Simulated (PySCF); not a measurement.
## Field gradients at the hydrogen positions

C4H14BN.
Structure used (PBE0-D3(BJ)/def2-SVP), in Å, numbered top down from 1:
```
atom  x, y, z in Å
B1    -2.1033    1.1899   -0.1175
N2    -0.9934    0.0183   -0.3532
C3    -1.5272   -1.2993    0.0136
C4     0.2816    0.3416    0.3165
C5     1.4541   -0.5465   -0.0642
C6     2.7482   -0.0778    0.5830
H7    -3.0845    0.8554   -0.7728
H8    -2.3187    1.2083    1.0904
H9    -1.5865    2.2238   -0.5282
H10   -0.8237    0.0209   -1.3612
H11   -0.8318   -2.1128   -0.2392
H12   -2.4797   -1.4461   -0.5082
H13   -1.7238   -1.3013    1.0939
H14    0.0855    0.3074    1.3995
H15    0.4971    1.3917    0.0727
H16    1.2586   -1.5917    0.2264
H17    1.5687   -0.5469   -1.1635
H18    2.6736   -0.0952    1.6817
H19    3.5935   -0.7204    0.2969
H20    2.9953    0.9530    0.2849
```

Level: PBE0/pcSseg-1 (PySCF, non-relativistic); Q(2H) = 0.00286 b; rigid geometry, the same for H and D, with no vibrational averaging.

Question: Rank these positions by the coupling χzz of a deuteron there, largest first.
A. H18 (methyl hydrogen)
B. H7 (B–H hydrogen)
C. H15 (methylene hydrogen)
D. H10 (N–H hydrogen)

Answer: D (240 kHz), A (194 kHz), C (188 kHz), B (129 kHz).

Question: What are Vzz, η and χzz (234.96 MHz × Q × Vzz) at all hydrogens?

Answer: 
| atom | bonded to | bond length (Å) | Vzz (au) | η | χzz (kHz) |
| --- | --- | --- | --- | --- | --- |
| H7 | B1 | 1.226 | 0.1921 | 0.12 | 129 |
| H8 | B1 | 1.227 | 0.1922 | 0.12 | 129 |
| H9 | B1 | 1.227 | 0.1918 | 0.12 | 129 |
| H10 | N2 | 1.022 | 0.3578 | 0.09 | 240 |
| H11 | C3 | 1.100 | 0.2862 | 0.07 | 192 |
| H12 | C3 | 1.096 | 0.2892 | 0.07 | 194 |
| H13 | C3 | 1.098 | 0.2868 | 0.08 | 193 |
| H14 | C4 | 1.101 | 0.2794 | 0.08 | 188 |
| H15 | C4 | 1.099 | 0.2792 | 0.06 | 188 |
| H16 | C5 | 1.102 | 0.2845 | 0.03 | 191 |
| H17 | C5 | 1.105 | 0.2802 | 0.04 | 188 |
| H18 | C6 | 1.101 | 0.2893 | 0.03 | 194 |
| H19 | C6 | 1.100 | 0.2934 | 0.02 | 197 |
| H20 | C6 | 1.101 | 0.2892 | 0.03 | 194 |

Question: Average by the element that carries the hydrogen.

Answer: on B: 129 kHz over 3 positions, mean bond length 1.227 Å; on N: 240 kHz over 1 position, mean bond length 1.022 Å; on C: 192 kHz over 10 positions, mean bond length 1.100 Å.

Question: How does χzz go with the bond length over the 10 C–H bonds?

Answer: A straight-line fit has a slope of -5.3 kHz for each 0.01 Å, with a correlation coefficient of -0.41, over lengths from 1.096 to 1.105 Å.

The structure is a single PBE0-D3(BJ)/def2-SVP conformer in the gas phase; no vibrational or solvent corrections. With so small a basis the couplings can be 20 % off.
